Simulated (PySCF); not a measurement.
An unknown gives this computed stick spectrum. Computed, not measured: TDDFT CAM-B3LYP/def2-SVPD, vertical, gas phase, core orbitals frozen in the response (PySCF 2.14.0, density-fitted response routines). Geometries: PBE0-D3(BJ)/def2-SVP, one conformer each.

```json
{"state": "S1", "E (eV)": "6.76", "λ (nm)": "183.3", "f": "0.638"}
{"state": "S2", "E (eV)": "7.12", "λ (nm)": "174.2", "f": "0.0065"}
{"state": "S3", "E (eV)": "7.40", "λ (nm)": "167.6", "f": "0.017"}
{"state": "S4", "E (eV)": "7.53", "λ (nm)": "164.7", "f": "0.129"}
{"state": "S5", "E (eV)": "7.66", "λ (nm)": "161.9", "f": "0.0059"}
{"state": "S6", "E (eV)": "7.80", "λ (nm)": "159.0", "f": "0.178"}
```

Task: Which structure fits? All have the formula C7H11F.
A. `F[C@]12CCC[C@H](C1)C2`
B. `F[C@]12CC[C@H](CC1)C2`
C. `C=C[C@H](F)/C=C/CC`

Result: C. Its S1, at 6.76 eV, is the lowest among the candidates; the nearest of the others has S1 at 8.13 eV. S1 is HOMO→LUMO (94%). Löwdin shares by element: HOMO carbon 78% or more (atoms not listed hold the other 22%); LUMO carbon 64% or more (atoms not listed hold the other 36%). At the same level the other candidates give, for their lowest levels:
- `F[C@]12CC[C@H](CC1)C2`: 8.16 eV (f 0.000); 8.35 eV (f 0.004); 8.75 eV (f 0.029); 8.86 eV (f 0.018); 8.94 eV (f 0.002); T1 7.97 eV; HOMO -9.74, LUMO 1.25 eV
- `F[C@]12CCC[C@H](C1)C2`: 8.13 eV (f 0.001); 8.37 eV (f 0.041); 8.61 eV (f 0.027); 8.68 eV (f 0.008); 8.87 eV (f 0.002); T1 7.94 eV; HOMO -9.65, LUMO 1.25 eV

Shape of the structure used: `[CH2:1]=[CH:2][C@H:3]([F:4])/[CH:5]=[CH:6]/[CH2:7][CH3:8]`: C1–C2–C3–F4 4°, C2–C3–C5–C6 -115°, C5–C6–C7–C8 122°.
Triplets come from the Tamm–Dancoff approximation.
